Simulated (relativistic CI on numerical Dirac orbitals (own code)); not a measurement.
# Ba III: calculation against measurement

Method of calculation: Dirac-Coulomb-Breit CI, KLI orbitals optimised for each configuration, model QED (radiative potential, 1s self-energy scaled to tabulated hydrogen-like ionisation energies), valence Slater integrals scaled by 0.85, configuration energies shifted to the measured levels that pair with them (semi-empirical) (own radial code, finite nucleus).

CI space (outside the closed core [Kr] 4d10): 5s²5p⁶, 5s²5p⁵5d, 5s²5p⁵6s, 5s²5p⁵4f, 5s²5p⁵6p, 5s²5p⁴5d², 5s²5p⁵5f, 5s²5p⁴4f², 5s5p⁶5d, 5s²5p⁵7s, 5s²5p⁵6d, 5s²5p⁵7p, 5s²5p⁴5f², 5s5p⁶5f, 5s²5p⁵7d, 5s²5p⁵5g, 5s²5p⁵6f, 5s²5p⁴4f5d, 5s²5p⁵7f, 5p⁶5d², 5s5p⁶6p, 5s²5p⁴5d5f, 5p⁶4f², 5s²5p⁴4f5f, 5s5p⁶6s, 5s²5p⁴5d6s. Levels of other configurations are missing.

```tsv
Configuration	Term (tabulated)	J	Measured (cm⁻¹)	Computed	Error	Purity (%)
5s²5p⁶	1S	0	0.0	0	0	97
5s²5p⁵5d	3P°	0	132770.8	132758	-13	98
5s²5p⁵5d	3P°	1	134568.1	134496	-72	92
5s²5p⁵5d	3P°	2	137983.1	137764	-220	76
5s²5p⁵5d	3F°	4	138931.2	139185	254	99
5s²5p⁵5d	3F°	3	140472.9	140935	463	73
5s²5p⁵5d	3D°	3	147066.9	146998	-69	60
5s²5p⁵6s	3P°	2	152135.0	151762	-374	95
5s²5p⁵5d	3D°	1	153054.6	154488	1433	56
5s²5p⁵4f	3D	1	166544.0	166508	-36	98
5s²5p⁵4f	3D	2	168583.8	168545	-38	91
5s²5p⁵6s	3P°	0	169297.1	169297	0	99
5s²5p⁵6s	3P°	1	170192.5	170372	179	58
5s²5p⁵4f	3D	3	171728.7	171766	37	78
5s²5p⁵4f	3G	4	172522.9	172639	116	69
5s²5p⁵6p	3S	1	177593.5	177314	-279	75
5s²5p⁵5d	1P°	1	180026.7	182716	2689	78
5s²5p⁵6p	3D	3	181816.2	181603	-213	98
5s²5p⁵6p	1P	1	182722.4	182794	72	56
5s²5p⁵6p	3P	2	184342.9	184271	-72	60
5s²5p⁵6p	3D	1	196643.3	197140	496	69
5s²5p⁵6p	3P	1	199872.9	200158	285	60
```

Measured levels from Sansonetti and Curry, J. Phys. Chem. Ref. Data 39, 043103 (2010); LS terms from a parametric fit; pairs were made by configuration, J and term (by order where the table uses no LS term), so strongly mixed levels may be paired wrongly. Some J values or terms of the table were assigned by a fit.

Mean error by configuration (cm⁻¹): 5s²5p⁵5d 558; 5s²5p⁵6s -65; 5s²5p⁵4f 20; 5s²5p⁵6p 48. Over the excited levels the mean absolute error is 353 cm⁻¹ (21 of the 37 excited levels that our extract of the source holds in range could be paired, and the others can miss by more), and the median relative error of those above 1,000 cm⁻¹ is 0.11 %, both after the shifts were fitted to these levels, so that a configuration with one level shows no error.

Configurations whose levels could be paired with our table of measured levels were shifted onto them, all but the ground configuration, by the median error of their levels; single terms can still be off by 1,000 to 2,000 cm⁻¹ or more, and rates follow the energies as ν³ (E1, M1) or ν⁵ (E2). The others borrow a shift and can be off by several thousand cm⁻¹ or more. The fine structure of a lone outer electron comes out too small, for d and f at times inverted, and misplaced configurations move strength between like terms. 21 of the 37 excited levels that our extract of the measured tables holds in this range could be paired (the sources list more); they are missed by 353 cm⁻¹ on average and 2689 at most, after the shifts were fitted to these levels, and levels without a partner can miss by more.

Shifts applied (cm⁻¹): 5s²5p⁶ 0; 5s²5p⁵5d -9614; 5s²5p⁵6s -14709; 5s²5p⁵4f -16180; 5s²5p⁵6p -12456.
